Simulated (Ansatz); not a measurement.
`O[SiH2]C[AsH2]` + `[CH3][Ge]([CH3])([F])[Cl]` → `C[SiH2]C[AsH2]` + `[CH3][Ge]([OH])([F])[Cl]`  (redistribution)

Computed with Ansatz on PBE0-D4/def2-TZVP structures; ΔE is electronic, products minus reactants. CCSD(T)/CBS is the MP2 limit (def2-TZVPP, def2-QZVPP) plus CCSD(T) − MP2 in def2-TZVPP, frozen cores. Functionals use def2-TZVPP. For As, Ge outer-core shells are correlated without core-valence functions, which leaves a few kJ/mol of doubt a bond. Scalar relativity is left out up to krypton. One conformer a species, not always the lowest.

```csv
level,ΔE (kJ/mol)
ωB97X-V,47.5
PBE,47.3
MP2/def2-TZVPP,52.0
HF/def2-QZVPP,51.5
```

(1) What does CCSD(T)/CBS give? (Best estimate.)

Largest T1 diagnostic among the species: 0.011.

Answers

(1) Computed: +53.0 kJ/mol. The listed levels differ from it by -5.5, -5.7, -1.0, -1.5 kJ/mol.
